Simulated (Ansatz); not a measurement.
Conformers of `O[SiH][S][GeH2][OH]` radical, each relaxed with PBE0-D4/def2-TZVP in Ansatz. CBS adds the triple-zeta coupled-cluster correction to the MP2 limit.

Outer-core shells of Ge are correlated without core-valence functions. Scalar relativity is left out up to krypton. Spin–orbit coupling is left out.

Not all of them had a frequency check.

Conformer A:

Z-matrix (Å, degrees):
```
Ge
O 1 1.774
S 1 2.234 2 107.8
H 1 1.529 2 104.4 3 -117.8
H 1 1.539 2 111.2 3 118.5
H 2 0.960 1 112.5 3 -53.5
Si 3 2.118 1 97.6 2 134.0
O 7 1.655 3 108.1 1 59.1
H 7 1.497 3 105.7 1 178.8
H 8 0.960 7 116.8 3 -171.4
```

Conformer B:

Cartesian coordinates in Å:
```
O 1.130 -1.634 0.824
Si 0.817 -1.544 -0.781
S -1.167 -0.798 -1.183
Ge -0.844 1.205 -0.332
O -0.022 0.921 1.247
H 0.841 -0.834 1.295
H 0.851 -2.927 -1.332
H 0.097 2.081 -1.177
H -2.212 1.857 -0.089
H 0.507 1.673 1.527
```

(1) Which is lowest in electronic energy at CCSD(T)/CBS (frozen core, def2 sets), and by how much? (An estimate is asked.)

(2) Give the energies relative to B (kJ/mol) with r2SCAN-D4/def2-TZVPP, ωB97X-V/def2-TZVPP, MP2/def2-TZVPP, SCS-MP2/def2-TZVPP, CCSD(T)/def2-TZVPP, HF/def2-QZVPP, HF/CBS(def2). (Best estimate.)

Answers

(1) Computed: B; A lies 15.7 kJ/mol higher.

(2) Computed: 
```
               level     A
r2SCAN-D4/def2-TZVPP  16.6
  ωB97X-V/def2-TZVPP  16.0
      MP2/def2-TZVPP  16.4
  SCS-MP2/def2-TZVPP  14.5
  CCSD(T)/def2-TZVPP  16.4
       HF/def2-QZVPP   7.4
        HF/CBS(def2)   7.3
```
